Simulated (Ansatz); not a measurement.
## Molecular dynamics of H4O2Sn

Input:

```yaml
crystal:
  periodic: [false, false, false]
  atoms:
    - { symbol: Sn, position_ang: [-0.065255, 0.008796, 0.062884] }
    - { symbol: O, position_ang: [-0.10474, -0.096252, 2.021402] }
    - { symbol: H, position_ang: [-0.987223, 0.035307, 2.350595] }
    - { symbol: H, position_ang: [1.553047, -0.029207, -0.495137] }
    - { symbol: H, position_ang: [-1.06425, 1.316995, -0.408472] }
    - { symbol: O, position_ang: [-1.252734, -1.467684, -0.583664] }
    - { symbol: H, position_ang: [-0.765547, -2.300788, -0.549791] }
basis:
  gaussian: { orbitals: def2-SVP }
hamiltonian:
  xc: pbe0
md:
  timestep: 0.5
  n_steps: 100
  ensemble: nvt_langevin
  temperature: 1500.0
  initial_velocities: maxwell_boltzmann
  seed: 224363
  friction: 0.005
  temperature_schedule:
    - { n_steps: 25, end_temperature: 1500.0 }
    - { n_steps: 75, end_temperature: 10.0 }
```

Command:

```bash
$ ansatz run input.yaml --threads 1 --pin off --max-ram 2048MiB --backend cpu --events-out ev --progress --plain --runs-dir out
```

It goes on from the last frame of an earlier run, with new velocities.

Output, in part (one step line in 4, the closing report, with atoms numbered from 0):

```
md step     0: t =     0.00 fs  T =  1285.7 K (target 1500.0 K)  F+E_penalty+E_count = -9982.96559062 eV  E_kin = 1.163340 eV  (24 SCF iters)
md step     4: t =     2.00 fs  T =  1343.2 K (target 1500.0 K)  F+E_penalty+E_count = -9982.88763373 eV  E_kin = 1.215328 eV  (24 SCF iters)
md step     8: t =     4.00 fs  T =  1360.4 K (target 1500.0 K)  F+E_penalty+E_count = -9982.76603100 eV  E_kin = 1.230890 eV  (30 SCF iters)
md step    12: t =     6.00 fs  T =  1411.1 K (target 1500.0 K)  F+E_penalty+E_count = -9982.72549420 eV  E_kin = 1.276763 eV  (30 SCF iters)
md step    16: t =     8.00 fs  T =  1265.1 K (target 1500.0 K)  F+E_penalty+E_count = -9982.64933334 eV  E_kin = 1.144660 eV  (30 SCF iters)
md step    20: t =    10.00 fs  T =  1054.0 K (target 1500.0 K)  F+E_penalty+E_count = -9982.51665298 eV  E_kin = 0.953687 eV  (30 SCF iters)
md step    24: t =    12.00 fs  T =   887.9 K (target 1500.0 K)  F+E_penalty+E_count = -9982.44347982 eV  E_kin = 0.803364 eV  (30 SCF iters)
md step    28: t =    14.00 fs  T =   963.9 K (target 1450.3 K)  F+E_penalty+E_count = -9982.49610828 eV  E_kin = 0.872158 eV  (31 SCF iters)
md step    32: t =    16.00 fs  T =  1168.9 K (target 1370.9 K)  F+E_penalty+E_count = -9982.63503572 eV  E_kin = 1.057685 eV  (30 SCF iters)
md step    36: t =    18.00 fs  T =  1293.0 K (target 1291.4 K)  F+E_penalty+E_count = -9982.76740361 eV  E_kin = 1.169941 eV  (30 SCF iters)
md step    40: t =    20.00 fs  T =  1357.7 K (target 1211.9 K)  F+E_penalty+E_count = -9982.78412747 eV  E_kin = 1.228493 eV  (30 SCF iters)
md step    44: t =    22.00 fs  T =  1201.0 K (target 1132.5 K)  F+E_penalty+E_count = -9982.70593425 eV  E_kin = 1.086689 eV  (30 SCF iters)
md step    48: t =    24.00 fs  T =  1018.2 K (target 1053.0 K)  F+E_penalty+E_count = -9982.68701992 eV  E_kin = 0.921283 eV  (30 SCF iters)
md step    52: t =    26.00 fs  T =  1114.3 K (target 973.5 K)  F+E_penalty+E_count = -9982.73632946 eV  E_kin = 1.008257 eV  (30 SCF iters)
md step    56: t =    28.00 fs  T =  1063.0 K (target 894.1 K)  F+E_penalty+E_count = -9982.70675388 eV  E_kin = 0.961841 eV  (30 SCF iters)
md step    60: t =    30.00 fs  T =   968.7 K (target 814.6 K)  F+E_penalty+E_count = -9982.61650826 eV  E_kin = 0.876511 eV  (24 SCF iters)
md step    64: t =    32.00 fs  T =   833.8 K (target 735.1 K)  F+E_penalty+E_count = -9982.52464796 eV  E_kin = 0.754463 eV  (24 SCF iters)
md step    68: t =    34.00 fs  T =   743.9 K (target 655.7 K)  F+E_penalty+E_count = -9982.53398149 eV  E_kin = 0.673103 eV  (24 SCF iters)
md step    72: t =    36.00 fs  T =   820.4 K (target 576.2 K)  F+E_penalty+E_count = -9982.64725800 eV  E_kin = 0.742343 eV  (24 SCF iters)
md step    76: t =    38.00 fs  T =   806.7 K (target 496.7 K)  F+E_penalty+E_count = -9982.70645857 eV  E_kin = 0.729930 eV  (24 SCF iters)
md step    80: t =    40.00 fs  T =   834.6 K (target 417.3 K)  F+E_penalty+E_count = -9982.69514580 eV  E_kin = 0.755119 eV  (24 SCF iters)
md step    84: t =    42.00 fs  T =   891.2 K (target 337.8 K)  F+E_penalty+E_count = -9982.75713411 eV  E_kin = 0.806403 eV  (24 SCF iters)
md step    88: t =    44.00 fs  T =   928.5 K (target 258.3 K)  F+E_penalty+E_count = -9982.84258579 eV  E_kin = 0.840120 eV  (24 SCF iters)
md step    92: t =    46.00 fs  T =   905.1 K (target 178.9 K)  F+E_penalty+E_count = -9982.81272057 eV  E_kin = 0.818969 eV  (24 SCF iters)
md step    96: t =    48.00 fs  T =   789.1 K (target 99.4 K)  F+E_penalty+E_count = -9982.73479018 eV  E_kin = 0.714038 eV  (26 SCF iters)
md step   100: t =    50.00 fs  T =   745.3 K (target 19.9 K)  F+E_penalty+E_count = -9982.70168832 eV  E_kin = 0.674372 eV  (26 SCF iters)
Total energy: -9982.70171665 eV, -366.8575215686 hartree
Atom 0 at     0.001932    -0.122307    -0.005965 Å, force    -2.111592     1.429416    -0.562885 eV/Å
Atom 1 at    -0.221087     0.528773     1.849818 Å, force     0.811182     0.553846    -0.136825 eV/Å
Atom 2 at    -0.910132     0.259008     2.460760 Å, force    -0.232068    -0.341637    -0.376180 eV/Å
Atom 3 at     1.127128    -1.282799    -0.150048 Å, force     1.060478    -0.905392     0.042343 eV/Å
Atom 4 at     0.099199     1.217194    -1.238294 Å, force     0.031112    -0.737489     1.035996 eV/Å
Atom 5 at    -1.725359    -1.082767    -0.278088 Å, force     1.024804    -0.673626     0.489688 eV/Å
Atom 6 at    -2.457392    -0.696064    -0.731408 Å, force    -0.583915     0.674882    -0.492136 eV/Å
Dipole moment:    -0.006035     0.082923    -0.220371 e Å
```

The run went to its last step. The schedule's set-point averaged 507 K over the second half and the system 883 K, so it lags behind the ramp. A run of 0.05 ps of so small a system gives no equilibrium averages.

The same pairs are bonded in the first frame and the last. Pairs count as bonded within 1.25 times the sum of covalent radii (0.12 Å more for H–H).

Last frame:

```xyz
7
Properties=species:S:1:pos:R:3
Sn 0.002 -0.122 -0.006
O -0.221 0.529 1.850
H -0.910 0.259 2.461
H 1.127 -1.283 -0.150
H 0.099 1.217 -1.238
O -1.725 -1.083 -0.278
H -2.457 -0.696 -0.731
```

Run time: 4.9 min on 1 thread of Arm Neoverse V1, on a shared host, peak memory 0.17 GiB.
